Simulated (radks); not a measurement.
The numbers below are computed, except where a source is named.
Question: The potassium ion K8+, [Ne] 3s1. Code: a radial shooting solver on a logarithmic mesh with Libxc functionals. Model: non-relativistic Kohn-Sham, LDA (Slater exchange, Perdew-Wang correlation), spin-polarised, spherical densities, point nucleus. Every spin shell is full or empty, so the densities are truly spherical. Functionals are evaluated on that one density, not self-consistently. Rank these exchange functionals by their error against the exact value of the orbitals, and give that value: LDA, B88, PBEsol, PW91, WC, AM05, TPSS, MS2, TASK.

Answer: Exact: -28.5101 hartree. From best to worst, with 100 (|E| - |E exact|)/|E exact| (equal figures are ties): MS2 0.00, B88 -0.09, TPSS +0.13, PW91 -0.27, WC -1.73, TASK -2.75, PBEsol -3.64, AM05 -7.10, LDA -8.20.
